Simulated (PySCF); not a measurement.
Structure problem from calculated spectra and properties.

Formula: C8H6FN.

- Dipole: 2.68 D [PBE0/def2-SVPD]
- UV, first state: lowest singlet excitation: 3.63 eV (341 nm, f = 0.038) [TDDFT PBE0/def2-SVPD]
- 13C NMR: chemical shifts (computed TMS as zero) by class: 151.9 (1 C), 127.6 (1 C), 123.9 (1 C), 123.2 (1 C), 119.8 (1 C), 117.4 (1 C), 108.1 (1 C), 107.8 (1 C) ppm [GIAO PBE0/pcSseg-1]
- UV, strongest line: among the 6 lowest singlet transitions: S5 at 5.83 eV (213 nm, f = 0.670) [TDDFT PBE0/def2-SVPD]
- Rotational structure: rotational constants A, B, C: 2.739, 1.286, 0.875 GHz [GFN2-xTB]
- Triplet: lowest triplet excitation (Tamm–Dancoff): 2.65 eV [TDA PBE0/def2-SVPD]

Electronic properties: PySCF, gas phase, density fitting. Levels stand in brackets. NMR shifts are as computed; neighbouring signals can stand in another order in a measured spectrum. Geometry: GFN2-xTB; no solvent, vibrations or thermal averaging. NMR values are class means; diastereotopic atoms form classes of their own.

Problem. Give a SMILES that accounts for the data.

Solution. Numbering: `[F:1][c:2]1[cH:3][cH:4][n:5]2[cH:6][cH:7][cH:8][cH:9][c:10]12`. Its formula, C8H6FN, gives 6 degrees of unsaturation: 2 rings and 4 π bonds in the structure found (Kekulé form). 8 carbons fall into 8 classes; from least to most shielded: aromatic C–F carbon [C2] (151.9 ppm), aromatic CH next to a ring nitrogen [C6] (127.6 ppm), ring-fusion aromatic carbon [C10] (123.9 ppm), aromatic CH carbon [C9] (123.2 ppm), aromatic CH carbon [C8] (119.8 ppm), aromatic CH carbon [C7] (117.4 ppm), aromatic CH carbon [C3] (108.1 ppm), aromatic CH next to a ring nitrogen [C4] (107.8 ppm). S1 is mainly HOMO→LUMO (weight 0.96); the largest Löwdin shares of the orbital it empties are 0.17 on an aromatic CH next to a ring nitrogen, 0.17 on the aromatic C–F carbon, 0.11 on an aromatic CH carbon and 0.10 on an aromatic CH next to a ring nitrogen, of the orbital it fills 0.21 on an aromatic CH carbon, 0.20 on an aromatic CH next to a ring nitrogen, 0.15 on an aromatic CH carbon and 0.12 on an aromatic CH carbon. The optimised geometry has point group Cs and is an asymmetric top. Structure: `Fc1ccn2ccccc12`. Computed isomers that give other values at the same levels: `N#CCc1ccccc1F` (13C chemical shifts (computed TMS as zero) by class: 169.4 (1 C), 137.8 (1 C), 135.6 (1 C), 130.4 (1 C), 125.6 (1 C), 123.2 (1 C), 121.8 (1 C), 16.2 (1 C) ppm); `N#CCc1cccc(F)c1` (13C chemical shifts (computed TMS as zero) by class: 173.5 (1 C), 140.6 (1 C), 137.0 (1 C), 130.0 (1 C), 122.3 (1 C), 121.8 (1 C), 121.2 (1 C), 25.2 (1 C) ppm); `N#CCc1ccc(F)cc1` (13C chemical shifts (computed TMS as zero) by class: 172.8 (1 C), 136.7 (2 C), 133.2 (1 C), 122.6 (2 C), 122.1 (1 C), 24.8 (1 C) ppm). The assignments are read from this structure; whether some other isomer fits the data as well wasn't checked.
